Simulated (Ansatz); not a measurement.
## Ligand exchange through a proton shuttle

Start structure (BH$_{6}$O$_{3}$F, closed shell), relaxed at PBE0-D4/def2-TZVP:

```tsv
atom	x (Å)	y (Å)	z (Å)
B1	-0.0256	-0.1812	-1.1022
H2	1.0873	-0.5886	-1.2193
O3	-1.1389	-0.8694	-1.4553
O4	-0.1958	1.1381	-0.7288
H5	0.7427	-0.2274	1.6681
O6	0.2898	-1.0267	1.3648
H7	0.6680	1.5916	0.5534
F8	1.1244	1.6747	1.3852
H9	-0.9556	-1.7763	-1.7063
H10	-1.1262	1.3865	-0.7029
H11	-0.4701	-1.1214	1.9433
```

The step: BH₃O₂ ([OH][BH][OH]) + H₂O + HF → BH₃O₃ ([OH][B]([OH])[OH]) + HF + H₂; bonds formed: B1–O6, H2–H7, H5–F8; bonds broken: B1–H2, H5–O6, H7–F8. Computed with Ansatz 0.2.0 (basis: def2-TZVPP and def2-QZVPP); correlated methods freeze the cores. Extrapolation: Hartree–Fock as exp(−7.88 √X), correlation as X^−2.97. Energies below are by CCSD(T) at an estimated basis limit (MP2 extrapolated from triple and quadruple zeta, plus CCSD(T) − MP2 in triple zeta).

Task: What are the electronic barrier and the energy of the step, from the start structure to the end structure? (An estimate is asked for; the value comes from the calculation.)

Result: The calculation gives: Barrier 29.49 kcal/mol; step energy -19.89 kcal/mol (downhill); reverse barrier, their difference, 49.38 kcal/mol. Barrier and step energy count from the start structure, the reverse barrier from the end structure.

The saddle point: One imaginary mode of 1152i cm⁻¹.
```json
{"pair": "B1–O6", "start (Å)": "2.63", "saddle (Å)": "1.54", "end (Å)": "1.39"}
{"pair": "H2–H7", "start (Å)": "2.84", "saddle (Å)": "0.95", "end (Å)": "0.75"}
{"pair": "H5–F8", "start (Å)": "1.96", "saddle (Å)": "1.25", "end (Å)": "0.95"}
{"pair": "B1–H2", "start (Å)": "1.19", "saddle (Å)": "1.44", "end (Å)": "3.90"}
{"pair": "H5–O6", "start (Å)": "0.97", "saddle (Å)": "1.11", "end (Å)": "1.64"}
{"pair": "H7–F8", "start (Å)": "0.95", "saddle (Å)": "1.22", "end (Å)": "2.67"}
```

Zero-point energy (harmonic, PBE0-D4): ZPE is 50.46 kcal/mol at the start and 47.73 kcal/mol at the saddle, so the barrier goes from 29.49 to 26.77 kcal/mol.

The T1 diagnostic stays at or below 0.013.

Labels in which every atom is bracketed show which atoms are joined, not bond orders.

For scale, one of the runs: CCSD(T)/def2-TZVPP, 239 basis functions (an equivalent command: `ansatz run in.yaml --threads 4`). Time: 2.4 min of wall clock on 4 CPU threads; the host was shared. Peak host memory: 5.2 GiB.
